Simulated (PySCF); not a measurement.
## A computed series [MCl4]−

Computed with PySCF 2.14.0, PBE0, def2-SVP on the ligands, density fitting, scalar-relativistic core potentials, no spin-orbit coupling, vacuum. Each member is relaxed from one template within its symmetry. Distances are means of the shortest metal–ligand contacts, charges and spins Mulliken's; removal energies are rigid, with the ligand's formal charge and no counterpoise, so too large; for an anion taken off a cation in vacuum most of it is the attraction of opposite charges, and multiply charged cations can part far more cheaply with an electron moved from ligand to metal. lcecp potentials hold a fixed number of 4f electrons in the core, out of states, spins and gaps.

```json
{"metal": "La", "basis on the metal": "lcecp-1-SVP with ECP46", "point group": "Td", "M–Cl (Å)": "2.670", "charge on M (e)": "0.81", "removal of one Cl (eV)": "4.84", "strongest infrared band, degenerate modes summed (cm⁻¹)": "297", "unstable modes (below −25 cm⁻¹)": "0"}
{"metal": "Ce", "basis on the metal": "lcecp-1-SVP with ECP47", "point group": "Td", "M–Cl (Å)": "2.650", "charge on M (e)": "0.81", "removal of one Cl (eV)": "4.86", "strongest infrared band, degenerate modes summed (cm⁻¹)": "301", "unstable modes (below −25 cm⁻¹)": "0"}
{"metal": "Nd", "basis on the metal": "lcecp-1-SVP with ECP49", "point group": "Td", "M–Cl (Å)": "2.598", "charge on M (e)": "0.76", "removal of one Cl (eV)": "4.88", "strongest infrared band, degenerate modes summed (cm⁻¹)": "304", "unstable modes (below −25 cm⁻¹)": "0"}
{"metal": "Sm", "basis on the metal": "lcecp-1-SVP with ECP51", "point group": "Td", "M–Cl (Å)": "2.584", "charge on M (e)": "0.76", "removal of one Cl (eV)": "4.95", "strongest infrared band, degenerate modes summed (cm⁻¹)": "305", "unstable modes (below −25 cm⁻¹)": "0"}
{"metal": "Gd", "basis on the metal": "lcecp-1-SVP with ECP53", "point group": "Td", "M–Cl (Å)": "2.557", "charge on M (e)": "0.75", "removal of one Cl (eV)": "5.01", "strongest infrared band, degenerate modes summed (cm⁻¹)": "309", "unstable modes (below −25 cm⁻¹)": "0"}
{"metal": "Dy", "basis on the metal": "lcecp-1-SVP with ECP55", "point group": "Td", "M–Cl (Å)": "2.531", "charge on M (e)": "0.73", "removal of one Cl (eV)": "5.05", "strongest infrared band, degenerate modes summed (cm⁻¹)": "311", "unstable modes (below −25 cm⁻¹)": "0"}
{"metal": "Er", "basis on the metal": "lcecp-1-SVP with ECP57", "point group": "Td", "M–Cl (Å)": "2.507", "charge on M (e)": "0.71", "removal of one Cl (eV)": "5.09", "strongest infrared band, degenerate modes summed (cm⁻¹)": "313", "unstable modes (below −25 cm⁻¹)": "0"}
{"metal": "Tl", "basis on the metal": "def2-SVP with ECP60", "point group": "Td", "M–Cl (Å)": "2.471", "charge on M (e)": "0.54", "removal of one Cl (eV)": "4.46", "strongest infrared band, degenerate modes summed (cm⁻¹)": "304", "unstable modes (below −25 cm⁻¹)": "0"}
```

(1) What does the calculation give for Yb, lcecp-1-SVP with ECP59?

One start shape was tried for each, so a minimum needn't be the lowest isomer.

## Answers

(1) point group: Td, M–Cl (Å): 2.486, charge on M (e): 0.70, removal of one Cl (eV): 5.13, strongest infrared band, degenerate modes summed (cm⁻¹): 312, unstable modes (below −25 cm⁻¹): 0.
```xyz
5

Yb    0.0000    0.0000    0.0000
Cl    1.4351    1.4351    1.4351
Cl   -1.4351   -1.4351    1.4351
Cl    1.4351   -1.4351   -1.4351
Cl   -1.4351    1.4351   -1.4351
```
